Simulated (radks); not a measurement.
Results of a calculation; reference values are marked as such.
Trend from Mg2+ to Ar2+: ionisation energy by Delta-SCF between NIST ground configurations, and size. Code: a radial shooting solver on a logarithmic mesh with Libxc functionals. Model: Dirac Kohn-Sham, PBEsol, spin-unpolarised, spherical densities, point nucleus; open shells are shared between the two j in proportion to 2j + 1.

species  configuration  configuration of the ion  IE (eV)  NIST (eV)       kind   -e(HOMO) (eV)
Mg2+              [Ne]              [He] 2s2 2p5   81.040     80.144       exp.  66.474 (2p3/2)
Al2+          [Ne] 3s1                      [Ne]   28.161     28.448       exp.  23.650 (3s1/2)
Si2+          [Ne] 3s2                  [Ne] 3s1   33.899     33.493       exp.  28.489 (3s1/2)
P2+       [Ne] 3s2 3p1                  [Ne] 3s2   29.706     30.203       exp.  24.213 (3p3/2)
S2+       [Ne] 3s2 3p2              [Ne] 3s2 3p1   34.000      34.86  semi-emp.  27.896 (3p3/2)
Cl2+      [Ne] 3s2 3p3              [Ne] 3s2 3p2   38.255       39.8  semi-emp.  31.576 (3p3/2)
Ar2+      [Ne] 3s2 3p4              [Ne] 3s2 3p3   42.523      40.74  semi-emp.  35.286 (3p3/2)

Reference values: NIST Atomic Spectra Database (exp. = measured, semi-emp. = semi-empirical, theory = theoretical value adopted there). Spin polarisation and multiplet splitting are left out, so open shells lie too high by an amount that depends on their filling.

Beside tabulated values, note that spin-unpolarised runs miss the spin-polarisation part of the exchange energy of open shells.
